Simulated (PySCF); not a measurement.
PySCF input (HF/def2-TZVPD):

```python
from pyscf import gto, scf, dft

mol = gto.M(
    atom='''
    C     0.01856678    0.00586762    0.50929403
    Cl    0.82549883   -1.21861678   -0.10606132
    Cl   -0.83205181    1.21654586   -0.07368951
    ''',
    basis='def2-tzvpd',
    charge=1,
    spin=1,
    verbose=4,
)

mf = scf.UHF(mol).density_fit(auxbasis='def2-universal-jkfit')
mf.conv_tol = 1e-9
mf.max_cycle = 100
mf.max_memory = 1500
mf.kernel()
if not mf.converged:
    mf = mf.newton()
    mf.kernel(mf.make_rdm1())
for _ in range(2):
    mo, _, stable, _ = mf.stability(return_status=True)
    if stable:
        break
    mf.kernel(mf.make_rdm1(mo, mf.mo_occ))
mf.analyze()
```

End of the output:

```
Extra cycle  E= -956.492720102907  delta_E= -6.64e-11  |g|= 5.05e-06  |ddm|= 8.66e-06
converged SCF energy = -956.492720102907  <S^2> = 0.77090579  2S+1 = 2.0207977
uhf_internal: lowest eigs of H = [0.11846469 0.21455653 0.28991088]
<class 'pyscf.df.df_jk.DFUHF'> wavefunction is stable in the internal stability analysis
**** SCF Summaries ****
Total Energy =                        -956.492720102906787
Nuclear Repulsion Energy =             119.793101737359336
One-electron Energy =                -1547.488009703986336
Two-electron Energy =                  471.202187863720042
Two-electron Coulomb Energy =          531.193113502508027
DFT Exchange-Correlation Energy =      -59.990925638787985
HOMO-LUMO gap [eV] =                    12.863799668661544
**** MO energy ****
                             alpha | beta                alpha | beta
MO #1   energy= -105.17200651072   | -105.170549371401  occ= 1 | 1
MO #2   energy= -105.17200590218   | -105.170548663535  occ= 1 | 1
MO #3   energy= -11.7260493761487  | -11.6960808810635  occ= 1 | 1
MO #4   energy= -10.8974372646286  | -10.8960020790887  occ= 1 | 1
MO #5   energy= -10.8974224395587  | -10.8959835407203  occ= 1 | 1
MO #6   energy= -8.36677045129676  | -8.36334683703181  occ= 1 | 1
MO #7   energy= -8.36676641483145  | -8.36334664986863  occ= 1 | 1
MO #8   energy= -8.36172409287133  | -8.36197378478685  occ= 1 | 1
MO #9   energy= -8.36171659576544  | -8.36197106979904  occ= 1 | 1
MO #10  energy= -8.36102061599295  | -8.35711289488621  occ= 1 | 1
MO #11  energy= -8.36101847152965  | -8.35711148578068  occ= 1 | 1
MO #12  energy= -1.54608853734464  | -1.51802655281906  occ= 1 | 1
MO #13  energy= -1.44409524467204  | -1.43317397657561  occ= 1 | 1
MO #14  energy= -1.10188740531923  | -1.04253456447072  occ= 1 | 1
MO #15  energy= -0.943570843244214 | -0.920161178060667 occ= 1 | 1
MO #16  energy= -0.917638396645412 | -0.838900353054825 occ= 1 | 1
MO #17  energy= -0.848106917814508 | -0.816736087980659 occ= 1 | 1
MO #18  energy= -0.762140620432601 | -0.750733052153318 occ= 1 | 1
MO #19  energy= -0.74074982752738  | -0.737361855711023 occ= 1 | 1
MO #20  energy= -0.68374547573309  | -0.211009553380336 occ= 1 | 0
MO #21  energy= -0.247399821063631 | -0.209443151451549 occ= 0 | 0
MO #22  energy= -0.0933084245053952 | -0.0853051030116699 occ= 0 | 0
MO #23  energy= -0.0898837847132957 | -0.0819991965125285 occ= 0 | 0
MO #24  energy= -0.0694662417148506 | -0.067133238640172 occ= 0 | 0
MO #25  energy= -0.0624126448314501 | -0.0612973742554571 occ= 0 | 0
MO #26  energy= -0.0615318661200703 | -0.0593233597447178 occ= 0 | 0
MO #27  energy= -0.0324297520636169 | -0.0317844830227259 occ= 0 | 0
MO #28  energy= -0.0262404753879085 | -0.02634084346598  occ= 0 | 0
MO #29  energy= -0.0138865430084184 | -0.0109633289283764 occ= 0 | 0
MO #30  energy= 0.0234985463837339 | 0.0293667982327731 occ= 0 | 0
MO #31  energy= 0.0274267985888182 | 0.0308860451232812 occ= 0 | 0
MO #32  energy= 0.0318172833357045 | 0.0355887413202184 occ= 0 | 0
MO #33  energy= 0.0391923191446806 | 0.0534643552481815 occ= 0 | 0
MO #34  energy= 0.0549508149173226 | 0.0625416129782911 occ= 0 | 0
MO #35  energy= 0.0986331053441956 | 0.101548909549463  occ= 0 | 0
MO #36  energy= 0.105012555936883  | 0.108982663485853  occ= 0 | 0
MO #37  energy= 0.124443006717734  | 0.13326704811965   occ= 0 | 0
MO #38  energy= 0.152820751458359  | 0.158685547106807  occ= 0 | 0
MO #39  energy= 0.153360010870721  | 0.158804225215168  occ= 0 | 0
MO #40  energy= 0.165292450252166  | 0.164221440916923  occ= 0 | 0
MO #41  energy= 0.174373944879238  | 0.182902200309794  occ= 0 | 0
MO #42  energy= 0.201796014497046  | 0.208854032655939  occ= 0 | 0
MO #43  energy= 0.204203309970571  | 0.211872006600044  occ= 0 | 0
MO #44  energy= 0.211390281585014  | 0.220699740838533  occ= 0 | 0
MO #45  energy= 0.230347562182102  | 0.230471388407336  occ= 0 | 0
MO #46  energy= 0.232831367129819  | 0.238341509016008  occ= 0 | 0
MO #47  energy= 0.239741176580904  | 0.266201733428095  occ= 0 | 0
MO #48  energy= 0.265593959743031  | 0.277928897903327  occ= 0 | 0
MO #49  energy= 0.295971055458274  | 0.303992883780868  occ= 0 | 0
MO #50  energy= 0.332554991459759  | 0.336843911954258  occ= 0 | 0
MO #51  energy= 0.377641154774505  | 0.38798408813674   occ= 0 | 0
MO #52  energy= 0.469109028793877  | 0.472924561366735  occ= 0 | 0
MO #53  energy= 0.486200660051027  | 0.493019214073553  occ= 0 | 0
MO #54  energy= 0.487188581911931  | 0.495708824669062  occ= 0 | 0
MO #55  energy= 0.504382533337043  | 0.51732173395325   occ= 0 | 0
MO #56  energy= 0.520169822783721  | 0.5386704885116    occ= 0 | 0
MO #57  energy= 0.54108725550395   | 0.541911572765237  occ= 0 | 0
MO #58  energy= 0.543708293983736  | 0.544060708870406  occ= 0 | 0
MO #59  energy= 0.570888375373661  | 0.581099573973347  occ= 0 | 0
MO #60  energy= 0.595636749926242  | 0.612701007569577  occ= 0 | 0
MO #61  energy= 0.605619966647146  | 0.615957572774422  occ= 0 | 0
MO #62  energy= 0.616883313724932  | 0.621929387781529  occ= 0 | 0
MO #63  energy= 0.649856006440076  | 0.649039207141644  occ= 0 | 0
MO #64  energy= 0.66620883517563   | 0.675197380621717  occ= 0 | 0
MO #65  energy= 0.685464460135634  | 0.694895678457001  occ= 0 | 0
MO #66  energy= 0.739147827523968  | 0.756696012502317  occ= 0 | 0
MO #67  energy= 0.832318606573459  | 0.858919633456694  occ= 0 | 0
MO #68  energy= 0.84445252296891   | 0.869140822937723  occ= 0 | 0
MO #69  energy= 0.895673975417736  | 0.916809084445767  occ= 0 | 0
MO #70  energy= 1.07677931549812   | 1.08953799941103   occ= 0 | 0
MO #71  energy= 1.14277561286054   | 1.16339738741319   occ= 0 | 0
MO #72  energy= 1.24644862718187   | 1.27431526508911   occ= 0 | 0
MO #73  energy= 1.29674080333513   | 1.2996504327135    occ= 0 | 0
MO #74  energy= 1.33873240745029   | 1.34325332861088   occ= 0 | 0
MO #75  energy= 1.48779700800376   | 1.52118660485509   occ= 0 | 0
MO #76  energy= 1.50196054506706   | 1.57682954851005   occ= 0 | 0
MO #77  energy= 1.76070669885449   | 1.77849873423584   occ= 0 | 0
MO #78  energy= 1.89746657134365   | 1.90303696886376   occ= 0 | 0
MO #79  energy= 1.92183744438835   | 1.92326422854825   occ= 0 | 0
MO #80  energy= 1.92431545132209   | 1.93127089329185   occ= 0 | 0
MO #81  energy= 1.93642991133336   | 1.94034117049617   occ= 0 | 0
MO #82  energy= 1.93773444845368   | 1.94334137148214   occ= 0 | 0
MO #83  energy= 1.93948857427643   | 1.94381981275654   occ= 0 | 0
MO #84  energy= 1.96766575880921   | 1.97043941618662   occ= 0 | 0
MO #85  energy= 1.97011178817778   | 1.97292745829069   occ= 0 | 0
MO #86  energy= 1.98096086629909   | 1.98051355847993   occ= 0 | 0
MO #87  energy= 1.99275906605445   | 1.99714813271469   occ= 0 | 0
MO #88  energy= 1.99617946581546   | 1.99901199350509   occ= 0 | 0
MO #89  energy= 2.02319251603701   | 2.02784058273993   occ= 0 | 0
MO #90  energy= 2.05907166451495   | 2.06878555913579   occ= 0 | 0
MO #91  energy= 2.07974130448186   | 2.08377724666871   occ= 0 | 0
MO #92  energy= 2.10857255320554   | 2.11076494941071   occ= 0 | 0
MO #93  energy= 2.10902475484802   | 2.11151593093274   occ= 0 | 0
MO #94  energy= 2.10938014100249   | 2.11665225115715   occ= 0 | 0
MO #95  energy= 2.18596960441859   | 2.19689667245607   occ= 0 | 0
MO #96  energy= 2.20587659022922   | 2.21373102110978   occ= 0 | 0
MO #97  energy= 2.358408223114     | 2.36593739954903   occ= 0 | 0
MO #98  energy= 2.36341509784807   | 2.36796662789665   occ= 0 | 0
MO #99  energy= 2.43595857181472   | 2.43848718915859   occ= 0 | 0
MO #100 energy= 2.45203784741672   | 2.46506598447253   occ= 0 | 0
MO #101 energy= 2.50603372455795   | 2.51392537523497   occ= 0 | 0
MO #102 energy= 2.51191331601923   | 2.51670762568696   occ= 0 | 0
MO #103 energy= 2.55305132548882   | 2.55999724869064   occ= 0 | 0
MO #104 energy= 2.62577031778171   | 2.63069517610155   occ= 0 | 0
[...]
```
